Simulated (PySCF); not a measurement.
# Electric field gradients and quadrupole coupling constants

Species: C2H5FGeSi.
Geometry (PBE0-D3(BJ)/def2-SVP, Å), atoms numbered from 1 in this order:
```xyz
10
C2H5FGeSi angstrom
F      3.2255   -1.1878   -0.1663
Ge     2.4277    0.3528   -0.0242
C      0.5820   -0.0002    0.2217
C     -0.6138   -0.2070    0.3788
Si    -2.4074   -0.5369    0.6142
H      2.6629    1.0971   -1.3416
H      3.0154    1.0435    1.2096
H     -3.0483   -0.7459   -0.7154
H     -2.5733   -1.7570    1.4542
H     -3.0317    0.6338    1.2945
```

Field gradients from the PBE0/pcSseg-1 density (PySCF, non-relativistic), principal values in atomic units, ordered |Vxx| ≤ |Vyy| ≤ |Vzz|:

| atom | Vxx | Vyy | Vzz |
| --- | --- | --- | --- |
| Ge2 | -0.3711 | -1.4049 | 1.7760 |

Q: Find the asymmetry η = (Vxx − Vyy)/Vzz and the couplings χ = eQV/h (234.96 MHz × Q in barn × V in au), with Q(73Ge) = −0.196 b.

A: 
```csv
atom,environment,nucleus,η,χzz (MHz),χxx (MHz),χyy (MHz)
Ge2,"germanium bonded to C, F and 2 H",73Ge,0.58,-81.79,17.09,64.70
```

The tensor is traceless: Vxx + Vyy + Vzz = 0.

Q: What is Vzz at Ge2 in SI units (1 au = 9.71736 × 10²¹ V/m²)?

A: 1.7760 au = 17.258 × 10²¹ V/m².

Q: And the gradient at the other heavy atoms, for which no coupling is worked out here?

A: 
```tsv
atom	environment	Vzz (au)	η
F1	fluorine bonded to Ge	1.777	0.03
C3	alkyne carbon	-0.342	0.04
C4	alkyne carbon	-0.401	0.14
Si5	SiH3 silicon	0.303	0.03
```

Q: What couplings would deuterons (Q(2H) = 0.00286 b) have in place of the hydrogens, at this geometry?

A: 
```tsv
atom	bonded to	bond length (Å)	Vzz (au)	η	χzz (kHz)
H6	Ge2	1.531	0.1328	0.01	89
H7	Ge2	1.531	0.1328	0.01	89
H8	Si5	1.491	0.1406	0.02	94
H9	Si5	1.491	0.1407	0.02	95
H10	Si5	1.491	0.1405	0.02	94
```

Geometry: PBE0-D3(BJ)/def2-SVP; no solvent, vibrations or thermal averaging. The calculation is non-relativistic, for germanium too. A larger basis could move these couplings by a tenth or more.
